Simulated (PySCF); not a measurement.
C3H6O3, SMILES OC(=O)CCO, GFN2-xTB optimised geometry.

```
12

O     -0.16    -2.08    -0.04
C      0.47    -1.06     0.03
O      1.81    -1.05     0.15
C     -0.09     0.33     0.00
C     -1.62     0.33     0.00
O     -2.15     1.63     0.00
H      2.15    -1.96     0.16
H      0.29     0.88     0.86
H      0.30     0.83    -0.90
H     -1.99    -0.14     0.91
H     -1.99    -0.25    -0.86
H     -1.90     2.08    -0.81
```

Density from CAM-B3LYP/def2-TZVP (PySCF) at that geometry.

Minimum of the electron density along straight lines between bonded atoms, close to the bond critical point (lines longer than 1.1 times the sum of covalent radii, or with two minima, are not listed):

| bond | length / Å | ρ at the minimum / e bohr⁻³ | ∇²ρ there / e bohr⁻⁵ | position (fraction from the first atom) |
|---|---|---|---|---|
| O1–C2 | 1.200 | ___ | -0.29 | 0.66 |
| C2–O3 | 1.340 | ___ | -0.72 | 0.35 |
| C2–C4 | 1.506 | 0.265 | -0.72 | 0.53 |
| C4–C5 | 1.532 | 0.251 | -0.64 | 0.51 |
| C5–O6 | 1.405 | 0.268 | -0.63 | 0.36 |
| O3–H7 | 0.971 | 0.350 | -2.40 | 0.81 |
| C4–H8 | 1.092 | 0.279 | -0.97 | 0.65 |
| C4–H9 | 1.094 | 0.276 | -0.94 | 0.64 |
| C5–H10 | 1.092 | 0.289 | -1.05 | 0.65 |
| C5–H11 | 1.098 | 0.285 | -1.01 | 0.65 |
| O6–H12 | 0.964 | 0.360 | -2.41 | 0.80 |

Task: What belongs in the gaps?

Result: 
- O1–C2, ρ at the minimum / e bohr⁻³: 0.440
- C2–O3, ρ at the minimum / e bohr⁻³: 0.313
